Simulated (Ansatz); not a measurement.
Reaction (ligand exchange at the Si–O bond): `C[Si](F)(Cl)[O][AlH2]` + H–F → `C[Si](F)(F)Cl` + `[OH][AlH2]`

Computed with Ansatz on PBE0-D4/def2-TZVP structures; ΔE is electronic, products minus reactants. CBS: MP2 limit from def2 TZ/QZ plus the TZ coupled-cluster correction, frozen cores. This one scheme is used for every species. DFT in def2-TZVPP. B3LYP here is the variant with VWN-RPA as its local correlation; programs differ in this. Each species was taken in one conformer, which may not be the lowest.

| species | B3LYP-D4 energy (Eh) |
| --- | --- |
| `C[Si](F)(Cl)[O][AlH2]` | -1208.75516 |
| H–F | -100.49283 |
| `C[Si](F)(F)Cl` | -989.68246 |
| `[OH][AlH2]` | -319.56974 |

Task: Work out ΔE.

Result: ΔE = (-989.68246) + (-319.56974) − (-1208.75516) − (-100.49283) = -0.00421 Eh = -2.6 kcal/mol. CCSD(T)/CBS gives -2.0 kcal/mol.

Largest T1 diagnostic among the species: 0.012.

From PBE to PBE0 (25 % exact exchange), in def2-TZVPP and without D4, ΔE moves by +1.4 kcal/mol. The D4 term adds +2.3 kcal/mol with B3LYP and +1.3 kcal/mol with PBE0; it sums over pairs of atoms, weighted by their polarisabilities, and B3LYP, whose exchange is more repulsive, gets the larger term.
